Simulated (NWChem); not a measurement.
System: C$_{3}$H$_{10}$Si; SMILES CC[SiH2]C

Here is an NWChem input.

```
start job
memory heap 200 mb stack 900 mb global 1100 mb
geometry units angstroms noautosym nocenter noautoz
  C     -0.063060     2.297133     0.000000
  C      0.651024     0.947775     0.000000
  Si    -0.499170    -0.551347     0.000000
  C      0.466693    -2.166317     0.000000
  H      0.649001     3.137853     0.000000
  H     -0.707116     2.414902    -0.886211
  H     -0.707116     2.414902     0.886211
  H      1.313500     0.862155     0.879866
  H      1.313500     0.862155    -0.879866
  H     -1.388163    -0.493707    -1.207390
  H     -1.388163    -0.493707     1.207390
  H      1.109722    -2.241327     0.890890
  H     -0.213152    -3.032181     0.000000
  H      1.109722    -2.241327    -0.890890
end
basis spherical
  * library def2-svp
end
dft
  xc xpbe96 cpbe96
  iterations 150
end
cosmo
  do_cosmo_smd true
  solvent dioxane
end
task dft energy
```

Structure relaxed at the PBE0/def2-SVP level. Not confirmed as a minimum by frequencies. Solvent: 1,4-dioxane.

Level: PBE/def2-SVP with SMD (1 M gas to 1 M solution), gas-phase geometry. Reactions with the solvent are ignored.

Task: Give the results of this calculation. (PBE/def2-SVP, SMD on the gas-phase geometry.) Quantities: solvation free energy (kcal/mol); cavity-dispersion-structure term (kcal/mol); dipole in solution (D).

Result: 
```yaml
solvation free energy (kcal/mol): -0.5
cavity-dispersion-structure term (kcal/mol): 0.2
dipole in solution (D): 1.03
```
